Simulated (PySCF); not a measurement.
Isomers of C7H10OSi. Method: PySCF 2.14.0, density-fitted response routines, TDDFT wB97X-D/def2-SVPD, vertical, gas phase, core orbitals frozen in the response. Geometries: PBE0-D3(BJ)/def2-SVP; one conformer of each isolated species. Triplets are in the Tamm–Dancoff approximation. 'Strongest' means the level of largest summed f among the lowest 10 singlets; it needn't be the same kind of state in each.

Task: Rank by computed HOMO–LUMO gap, lowest first.
A. `C=C1C=C/C1=C(\C)O[SiH3]`
B. `C#C[C@@H]1C=CC[Si@H]1OC`
C. `Cc1ccc(O[SiH3])cc1`
D. `C[SiH2]Oc1ccccc1`
E. `C#C[C@@H]1C[Si@@H]1/C=C/OC`

Result: A (8.68 eV), E (9.38 eV), C (9.54 eV), D (9.77 eV), B (10.84 eV).

| SMILES | gap (eV) | f (strongest) | strongest (eV) | α (au) | f (S1) | T1 (eV) | S1 mainly |
| --- | --- | --- | --- | --- | --- | --- | --- |
| C=C1C=C/C1=C(\C)O[SiH3] | 8.68 | 0.50 | 5.82 | 120.9 | 0.060 | 2.91 | H→L (88%) |
| C#C[C@@H]1C[Si@@H]1/C=C/OC | 9.38 | 0.27 | 5.56 | 117.0 | 0.269 | 4.10 | H→L (72%) |
| Cc1ccc(O[SiH3])cc1 | 9.54 | 0.85 | 6.86 | 113.0 | 0.027 | 4.06 | H→L (80%) |
| C[SiH2]Oc1ccccc1 | 9.77 | 0.81 | 6.94 | 111.4 | 0.023 | 4.14 | H→L (76%) |
| C#C[C@@H]1C=CC[Si@H]1OC | 10.84 | 0.17 | 7.20 | 107.2 | 0.012 | 4.44 | H→L (44%) |

H and L stand for HOMO and LUMO.

- `C=C1C=C/C1=C(\C)O[SiH3]`: Löwdin shares by element: HOMO carbon 61% or more, oxygen 13% (atoms not listed hold the other 26%); LUMO carbon 74% or more (atoms not listed hold the other 26%).
- `C#C[C@@H]1C[Si@@H]1/C=C/OC`: Löwdin shares by element: HOMO carbon 45% or more, silicon 15% (atoms not listed hold the other 40%); LUMO carbon 44% or more, silicon 17%, oxygen 10% (atoms not listed hold the other 30%).
- `Cc1ccc(O[SiH3])cc1`: Löwdin shares by element: HOMO carbon 46% or more, oxygen 16% (atoms not listed hold the other 38%); LUMO carbon 71% or more (atoms not listed hold the other 29%).
- `C[SiH2]Oc1ccccc1`: Löwdin shares by element: HOMO carbon 49% or more, oxygen 18% (atoms not listed hold the other 33%); LUMO carbon 73% or more (atoms not listed hold the other 27%).
- `C#C[C@@H]1C=CC[Si@H]1OC`: Löwdin shares by element: HOMO carbon 67% or more (atoms not listed hold the other 33%); LUMO carbon 69% or more (atoms not listed hold the other 31%).
